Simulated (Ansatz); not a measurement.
`C[S][Zn][CH](C)C`, 16 atoms. Total charge 0; spin multiplicity 1. For Zn the d shell is correlated and the shells below it are frozen. Scalar relativity is left out up to krypton. Hardware: A = 2 threads of an AMD EPYC 7R13 on a shared host and a share of an NVIDIA H100 80 GB; B = 2 threads of a server CPU on a shared host. Correlated methods freeze the cores. Open-shell runs search over several starts.

(1) How many basis functions does each run have, and how long does it take in Ansatz? RKS CAM-B3LYP-D4/def2-TZVPP energy [A]; RKS PBE0-D4/def2-SVP energy [B]; RHF-MP2 with 3s3p of Cu, Zn/def2-QZVPP energy [A]; RKS ωB97M-V/def2-QZVPP energy [A]; UKS ωB97M-V/def2-TZVPP energy of the cation [A]; RHF-CCSD(T) with 3s3p of Cu, Zn/def2-TZVPP energy [A]; UKS r2SCAN-D4/def2-TZVPP energy of the cation [A]; RKS PBE0-D4/def2-QZVPP energy [A]; RKS PBE0-D4/def2-TZVP frequencies [A]; RKS PBE0-D4/def2-TZVPP energy [A]; RHF-CCSD(T) with 3s3p of Cu, Zn/def2-SVP energy [A]; RKS PBE0-D4/def2-TZVP relaxation (15 steps) [A]. (Best estimate.)

## Answers

(1) Ansatz gave: Other jobs shared the machine, so times are rough.

| level | job | functions | wall time | peak host memory (GiB) |
| --- | --- | --- | --- | --- |
| RHF-CCSD(T) with 3s3p of Cu, Zn/def2-SVP | energy [A] | 155 | 1.9 s | 0.8 |
| RKS PBE0-D4/def2-TZVPP | energy [A] | 370 | 2.3 s | 0.89 |
| RKS CAM-B3LYP-D4/def2-TZVPP | energy [A] | 370 | 2.7 s | 0.92 |
| RKS PBE0-D4/def2-QZVPP | energy [A] | 698 | 3.5 s | 1.2 |
| RKS PBE0-D4/def2-SVP | energy [B] | 155 | 4.9 s | 0.76 |
| RHF-MP2 with 3s3p of Cu, Zn/def2-QZVPP | energy [A] | 698 | 6.5 s | 1.3 |
| RKS ωB97M-V/def2-QZVPP | energy [A] | 698 | 6.5 s | 1.3 |
| UKS r2SCAN-D4/def2-TZVPP | energy of the cation [A] | 370 | 8 s | 1 |
| UKS ωB97M-V/def2-TZVPP | energy of the cation [A] | 370 | 10 s | 1.3 |
| RHF-CCSD(T) with 3s3p of Cu, Zn/def2-TZVPP | energy [A] | 370 | 10 s | 0.86 |
| RKS PBE0-D4/def2-TZVP | relaxation (15 steps) [A] | 269 | 24 s | 0.97 |
| RKS PBE0-D4/def2-TZVP | frequencies [A] | 269 | 2.2 min | 0.97 |
